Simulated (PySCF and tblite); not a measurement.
Results of a calculation; reference values are marked as such.
System: C5H7FGe, numbered as in [F:1][C:2]1=[CH:3][C@H:4]([GeH3:5])[CH:6]=[CH:7]1.

For the shift of Ge5 from C4 to C6: electronic barrier 12.80 kcal/mol, zero-point change -0.77 kcal/mol, thermal and entropy terms at 400 K a further 0.83 kcal/mol (symmetry numbers apart). The minimum is C1, the saddle Cs. Geometries: B3LYP-D3(BJ)/def2-SVP; energies: PBE0/pcSseg-1 + D3(BJ); zero-point and thermal terms from GFN2-xTB harmonic modes (soft modes blended into free rotors). Rate constants are transition-state-theory values, counting equivalent paths, without tunnelling. Programs: tblite and PySCF.

(1) How many equivalent paths lead out of the minimum?

(2) Work out the rate at 400 K.

Spin–orbit effects of heavy atoms on shieldings are missing.

Results:

(1) 1: the symmetry number of the minimum is 1, that of the saddle displaced along its mode 1.

(2) ΔG‡ = 12.86 kcal/mol; k_B T/h = 8.3×10¹² s⁻¹; exp(−ΔG‡/RT) = 9.4×10⁻⁸; times 1 gives k = 7.8×10⁵ s⁻¹. Wigner's tunnelling factor for the 293i cm⁻¹ mode would be 1.05.
